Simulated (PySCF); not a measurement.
Relaxation of singlet Sr(OH)₂

Level of theory: PBE/[Sr def2-TZVP with ECP28, O def2-TZVP, H def2-TZVP], scalar-relativistic core potentials, density fitting, no spin–orbit coupling, PySCF. A (50,194) grid was used.

A start displaced from a saddle point along its imaginary mode, of C2v symmetry, held to at least that symmetry:

Coordinates in bohr (charge 0 multiplicity 1):
```
Sr   -0.0458    0.0823   -0.0072
O    -0.5270   -0.2001    4.1054
O     0.7501   -0.2001   -4.0705
H    -0.6907   -0.4115    5.9254
H     1.1493   -0.4115   -5.8537
```

(1) What does it relax to?

(2) How much energy is released, and in how many steps?

Answers

(1) It ends at C2v with O–H 0.965 Å (×2), Sr–O 2.167 Å (×2); H–O–Sr 167.8° (×2), O–Sr–O 137.2° (after a last refinement on a finer grid). The frequency run here used a shortcut that can spoil soft modes, so no verdict on minimum or saddle point is given. Other isomers or separated fragments may lie lower.

(2) 6.6 kJ/mol in 15 steps.

The relaxation took about 60 core-seconds on a shared host.
